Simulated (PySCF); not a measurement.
Record of a relaxation.

Compound: C₈H₂₁BPS (charge -1).
Numbering: `[BH3-:1][P:2](=[S:3])([C:4]([CH3:5])([CH3:6])[CH3:7])[C:8]([CH3:9])([CH3:10])[CH3:11]` (hydrogens: H12, H13, H14 on B1; H15, H16, H17 on C5; H18, H19, H20 on C6; H21, H22, H23 on C7; H24, H25, H26 on C9; H27, H28, H29 on C10; H30, H31, H32 on C11)
Bond orders are those of one Lewis drawing.

Computed by this run: PBE0-D3(BJ)/def2-SVP geometry optimisation, gas phase in PySCF; density fitting, grid level 1; the optimiser is geomeTRIC in internal coordinates, started from a GFN2-xTB structure. 5 of its 7 geometries are shown. The frame can shift and turn from step to step; on so coarse a grid that alone can change the energy by a few meV, and forces under 0.02 eV/Å are noise.

Step 0: E = -29411.3878 eV, largest atomic force 1.079 eV/Å
```
atom  x, y, z in Å  |  force x, y, z in eV/Å
B1     -0.002    2.167   -1.277    0.013  -0.502   0.436
P2      0.052    0.923    0.242   -0.086  -0.748  -0.541
S3      0.218    1.704    2.047    0.074   0.512   0.947
C4     -1.553   -0.138    0.255   -0.159   0.127  -0.027
C5     -2.630    0.837    0.733    0.220  -0.135  -0.056
C6     -1.923   -0.609   -1.149    0.200   0.163   0.368
C7     -1.492   -1.307    1.232    0.141   0.402  -0.277
C8      1.553   -0.271    0.065    0.200   0.107  -0.065
C9      2.709    0.703   -0.174   -0.223  -0.132   0.044
C10     1.848   -1.060    1.338   -0.186   0.245  -0.328
C11     1.438   -1.202   -1.136   -0.104   0.335   0.331
H12    -1.105    2.646   -1.289   -0.566   0.205   0.021
H13     0.830    3.001   -1.056    0.440   0.388   0.135
H14     0.226    1.556   -2.291    0.101  -0.358  -0.538
H15    -2.404    1.180    1.741    0.095   0.171   0.319
H16    -3.613    0.360    0.735   -0.346  -0.264  -0.076
H17    -2.662    1.707    0.078   -0.090   0.355  -0.195
H18    -1.853    0.224   -1.844   -0.015   0.295  -0.372
H19    -2.948   -0.988   -1.157   -0.359  -0.160  -0.007
H20    -1.268   -1.404   -1.496    0.258  -0.305  -0.191
H21    -2.496   -1.697    1.418   -0.371  -0.144   0.026
H22    -0.883   -2.122    0.844    0.245  -0.335  -0.104
H23    -1.073   -0.969    2.179    0.162   0.112   0.397
H24     3.662    0.172   -0.248    0.312  -0.277  -0.027
H25     2.768    1.412    0.652    0.029   0.280   0.263
H26     2.545    1.264   -1.091    0.016   0.265  -0.343
H27     1.187   -1.915    1.451   -0.259  -0.338   0.078
H28     1.724   -0.408    2.203   -0.071   0.251   0.355
H29     2.877   -1.426    1.325    0.385  -0.169  -0.082
H30     0.743   -2.018   -0.943   -0.279  -0.315   0.019
H31     1.100   -0.647   -2.009   -0.119   0.146  -0.430
H32     2.413   -1.641   -1.362    0.341  -0.180  -0.080
```

Step 2: E = -29411.5248 eV, largest atomic force 0.097 eV/Å
```
atom  x, y, z in Å  |  force x, y, z in eV/Å
B1      0.301    2.171   -0.861   -0.003   0.091  -0.019
P2      0.348    0.954    0.662   -0.005  -0.052  -0.081
S3      0.520    1.738    2.509    0.001   0.024   0.031
C4     -1.275   -0.061    0.633    0.052  -0.035   0.044
C5     -2.367    0.907    1.096   -0.012   0.026  -0.001
C6     -1.616   -0.541   -0.777   -0.018   0.000  -0.014
C7     -1.214   -1.227    1.616   -0.020  -0.011   0.008
C8      1.851   -0.220    0.428   -0.045  -0.012   0.058
C9      3.027    0.739    0.213    0.010   0.023  -0.009
C10     2.130   -1.049    1.679    0.017  -0.003   0.016
C11     1.706   -1.122   -0.793    0.025  -0.008  -0.017
H12    -0.818    2.682   -0.879    0.005  -0.022   0.014
H13     1.168    3.020   -0.676    0.004  -0.032   0.005
H14     0.509    1.520   -1.891   -0.009  -0.022   0.013
H15    -2.144    1.282    2.106    0.006  -0.004  -0.004
H16    -3.341    0.385    1.102   -0.001   0.000   0.002
H17    -2.437    1.775    0.423   -0.002  -0.002  -0.005
H18    -1.588    0.295   -1.491   -0.004   0.005  -0.001
H19    -2.635   -0.971   -0.785    0.005  -0.005   0.002
H20    -0.928   -1.318   -1.137    0.001   0.010   0.001
H21    -2.225   -1.644    1.779    0.002   0.007  -0.018
H22    -0.576   -2.044    1.249    0.001   0.006   0.003
H23    -0.821   -0.878    2.585   -0.002   0.006  -0.004
H24     3.969    0.162    0.155    0.002   0.001  -0.004
H25     3.095    1.449    1.052   -0.002  -0.010   0.003
H26     2.906    1.319   -0.712   -0.001   0.001  -0.003
H27     1.428   -1.887    1.791    0.000   0.009   0.003
H28     2.048   -0.410    2.574    0.003   0.002  -0.010
H29     3.150   -1.472    1.630   -0.008  -0.004  -0.019
H30     0.976   -1.929   -0.624    0.000   0.008   0.000
H31     1.398   -0.551   -1.681    0.001   0.006  -0.002
H32     2.676   -1.603   -1.017   -0.004  -0.003   0.006
```

Step 3: E = -29411.5260 eV, largest atomic force 0.041 eV/Å
```
atom  x, y, z in Å  |  force x, y, z in eV/Å
B1      0.300    2.173   -0.861   -0.003   0.012   0.007
P2      0.349    0.951    0.659   -0.001  -0.036  -0.019
S3      0.523    1.738    2.506   -0.001   0.008   0.024
C4     -1.276   -0.063    0.635    0.019  -0.003   0.007
C5     -2.364    0.912    1.095   -0.001   0.009  -0.005
C6     -1.620   -0.542   -0.775   -0.002   0.010   0.006
C7     -1.223   -1.227    1.619    0.000   0.015  -0.008
C8      1.852   -0.222    0.429   -0.011   0.012   0.012
C9      3.026    0.740    0.213    0.002   0.007  -0.001
C10     2.137   -1.051    1.679   -0.006   0.013  -0.009
C11     1.712   -1.124   -0.795    0.010   0.009   0.002
H12    -0.819    2.684   -0.870   -0.003  -0.003   0.006
H13     1.173    3.014   -0.678    0.009  -0.011   0.002
H14     0.499    1.516   -1.888   -0.005  -0.010  -0.014
H15    -2.139    1.288    2.103    0.002   0.003  -0.001
H16    -3.340    0.392    1.102   -0.005  -0.002   0.002
H17    -2.431    1.776    0.418   -0.003  -0.001   0.002
H18    -1.592    0.294   -1.489   -0.005   0.002  -0.001
H19    -2.638   -0.973   -0.781   -0.003  -0.007   0.001
H20    -0.932   -1.318   -1.136    0.012  -0.003  -0.007
H21    -2.237   -1.639    1.774   -0.003  -0.004  -0.004
H22    -0.586   -2.047    1.256    0.013  -0.004   0.001
H23    -0.835   -0.878    2.590    0.000   0.003   0.004
H24     3.968    0.167    0.152    0.005  -0.002  -0.004
H25     3.092    1.448    1.054    0.001   0.000   0.001
H26     2.901    1.323   -0.711    0.000   0.001   0.002
H27     1.435   -1.888    1.794   -0.015  -0.004   0.007
H28     2.061   -0.412    2.573    0.004   0.005  -0.002
H29     3.156   -1.475    1.620    0.000  -0.009  -0.006
H30     0.982   -1.931   -0.628   -0.013  -0.004  -0.001
H31     1.405   -0.550   -1.682    0.001   0.001  -0.005
H32     2.683   -1.603   -1.015    0.003  -0.004   0.000
```

Step 4: E = -29411.5268 eV, largest atomic force 0.046 eV/Å
```
atom  x, y, z in Å  |  force x, y, z in eV/Å
B1      0.299    2.176   -0.863   -0.002  -0.043   0.018
P2      0.349    0.953    0.657    0.001  -0.005   0.021
S3      0.527    1.742    2.504   -0.005  -0.002   0.002
C4     -1.272   -0.063    0.637   -0.013   0.023  -0.020
C5     -2.363    0.912    1.094    0.010  -0.014  -0.004
C6     -1.615   -0.544   -0.773    0.001   0.002   0.011
C7     -1.217   -1.225    1.623   -0.005   0.012  -0.011
C8      1.849   -0.222    0.428    0.017   0.025  -0.025
C9      3.026    0.737    0.213   -0.007  -0.013   0.011
C10     2.129   -1.053    1.677   -0.003   0.001  -0.015
C11     1.707   -1.121   -0.797    0.007   0.007   0.010
H12    -0.818    2.691   -0.862   -0.005   0.012  -0.001
H13     1.180    3.009   -0.683    0.010   0.007  -0.004
H14     0.486    1.514   -1.888   -0.003   0.006  -0.017
H15    -2.137    1.293    2.100    0.000   0.006   0.002
H16    -3.337    0.390    1.105   -0.002  -0.001   0.003
H17    -2.433    1.773    0.413   -0.001   0.000   0.002
H18    -1.595    0.292   -1.487   -0.005  -0.002   0.001
H19    -2.630   -0.983   -0.777   -0.004  -0.005   0.001
H20    -0.921   -1.315   -1.135   -0.004   0.004  -0.006
H21    -2.230   -1.641    1.772   -0.004  -0.009   0.005
H22    -0.574   -2.042    1.264   -0.002   0.000   0.002
H23    -0.834   -0.871    2.594   -0.001  -0.003   0.005
H24     3.967    0.161    0.150    0.002  -0.002  -0.003
H25     3.096    1.442    1.056    0.002   0.005   0.000
H26     2.903    1.322   -0.709   -0.002   0.001   0.002
H27     1.419   -1.883    1.795    0.004   0.004   0.008
H28     2.062   -0.411    2.571    0.006   0.001   0.005
H29     3.144   -1.486    1.613    0.004  -0.009   0.004
H30     0.972   -1.924   -0.634   -0.001  -0.004  -0.003
H31     1.407   -0.545   -1.685    0.002  -0.004  -0.002
H32     2.676   -1.607   -1.014    0.004  -0.003   0.000
```

Step 6: E = -29411.5277 eV, largest atomic force 0.021 eV/Å
```
atom  x, y, z in Å  |  force x, y, z in eV/Å
B1      0.299    2.170   -0.865    0.000  -0.013  -0.003
P2      0.350    0.950    0.657    0.003   0.012   0.017
S3      0.529    1.741    2.504   -0.002  -0.009  -0.017
C4     -1.275   -0.060    0.637   -0.009  -0.003  -0.006
C5     -2.363    0.916    1.098    0.004   0.002   0.002
C6     -1.623   -0.540   -0.771    0.000  -0.004  -0.002
C7     -1.223   -1.224    1.621    0.003  -0.006   0.004
C8      1.852   -0.222    0.427    0.008  -0.005  -0.001
C9      3.029    0.736    0.211   -0.003   0.002  -0.001
C10     2.135   -1.052    1.677   -0.001   0.002   0.004
C11     1.712   -1.124   -0.796   -0.004  -0.006   0.001
H12    -0.812    2.697   -0.855    0.004   0.006   0.002
H13     1.191    2.993   -0.695   -0.004   0.004  -0.004
H14     0.470    1.507   -1.894   -0.001   0.004   0.008
H15    -2.132    1.298    2.103    0.000  -0.001  -0.001
H16    -3.337    0.395    1.114    0.002   0.001   0.001
H17    -2.435    1.776    0.417    0.000   0.001  -0.002
H18    -1.614    0.299   -1.483   -0.002   0.000   0.000
H19    -2.636   -0.985   -0.770    0.003  -0.001   0.001
H20    -0.928   -1.305   -1.142    0.000   0.005   0.002
H21    -2.235   -1.642    1.768    0.003   0.003  -0.001
H22    -0.578   -2.040    1.262    0.002   0.000   0.000
H23    -0.842   -0.873    2.594    0.000   0.000  -0.001
H24     3.969    0.159    0.145   -0.001   0.001   0.001
H25     3.101    1.441    1.055   -0.001  -0.001  -0.001
H26     2.904    1.323   -0.710    0.002   0.001   0.000
H27     1.419   -1.874    1.806   -0.005   0.002   0.001
H28     2.082   -0.406    2.568    0.001  -0.002  -0.002
H29     3.145   -1.496    1.607   -0.003   0.002  -0.003
H30     0.974   -1.925   -0.634    0.002   0.004   0.001
H31     1.416   -0.550   -1.687    0.001   0.001   0.001
H32     2.680   -1.613   -1.009   -0.002   0.000   0.000
```

Problem. Summarise the path.

Solution. The energy falls by 0.1399 eV from step 0 to step 6; nine tenths of that is first reached at step 1. It falls at every step. The largest force goes from 1.079 to 0.021 eV/Å. Among the bonds P2=S3 changes most, from 1.974 to 2.017 Å; the atoms move by 0.063 Å rms after alignment.

What follows is the cost of the whole optimisation. Hardware: Intel Xeon Platinum 8488C, one thread, shared host. Cost: 9.3 min, 1.8 GiB resident at most.
